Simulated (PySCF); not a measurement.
PySCF job for C₂Cl₃, SMILES [C](Cl)=C(Cl)Cl, multiplicity 2, PBE0/pcH-1. The structure is a stationary point at B3LYP-D3(BJ)/def2-SVP. The isomer is the one that the SMILES or the coordinates give; other isomers of the formula were not compared.

```python
import numpy as np
from pyscf import gto, scf, dft
from pyscf.prop.hfc import uks as hfc
from pyscf.prop.gtensor import uks as gtensor

mol = gto.M(
    atom='''
    Cl   -0.35357410    2.34628100    0.00000000
    C    -0.76513522    0.73151409    0.00000000
    C    -0.11523240   -0.41917087    0.00000000
    Cl    1.62864611   -0.52405498    0.00000000
    Cl   -0.96435403   -1.93246480    0.00000000
    ''',
    basis='pcH-1',
    charge=0,
    spin=1,
    max_memory=1600,
    verbose=3,
)
mf = dft.UKS(mol, xc='pbe0').density_fit(auxbasis='def2-universal-jkfit')
mf.grids.level = 3
mf.conv_tol = 1e-10
mf.max_cycle = 100
mf.kernel()
fine, coarse = mf.grids, dft.Grids(mol).set(level=1).build(with_non0tab=True)
for _ in range(3):  # follow internal instabilities
    mf.grids = coarse
    mo, _, stable, _ = mf.stability(return_status=True, nroots=4)
    mf.grids = fine
    if stable:
        break
    mf.kernel(mf.make_rdm1(mo, mf.mo_occ))
A = hfc.HFC(mf).make_fcdip(mf.make_rdm1())  # Fermi contact and dipolar terms, MHz
print('atom   A(iso)/MHz   principal dipolar parts/MHz')
for i, a in enumerate(A):
    w = np.linalg.eigvalsh((a + a.T) / 2)
    print(f'{mol.atom_symbol(i):2s}{i + 1:3d} {w.mean():12.2f}', (w - w.mean()).round(2))
gt = gtensor.GTensor(mf)
gt.dia_soc2e, gt.para_soc2e, gt.so_eff_charge = None, None, True
gt.max_cycle_cphf = 60
g = gt.kernel()
```

It prints:

```

WARN: HOMO -0.21421715085201 >= LUMO -0.214217150852003

converged SCF energy = -1456.11524643876  <S^2> = 0.76704006  2S+1 = 2.0169681
<class 'pyscf.df.df_jk.DFUKS'> wavefunction is stable in the internal stability analysis
atom   A(iso)/MHz   principal dipolar parts/MHz
Cl  1        24.39 [-37.41 -22.71  60.12]
C   2       486.00 [-77.08 -44.93 122.01]
C   3        46.31 [-25.7    2.36  23.34]
Cl  4         6.64 [-19.44 -13.58  33.02]
Cl  5         5.12 [-9.32 -2.83 12.15]
SOC(1e)/OZ [-9.57937605e-04 -2.29470692e-05  3.78106077e-03]
free electron g 2.00231930436182
g-tensor total [2.00069789 2.00271103 2.00588499]
g-shift (ppt) [-1.62141591  0.3917258   3.56568621]
```

The run converged.
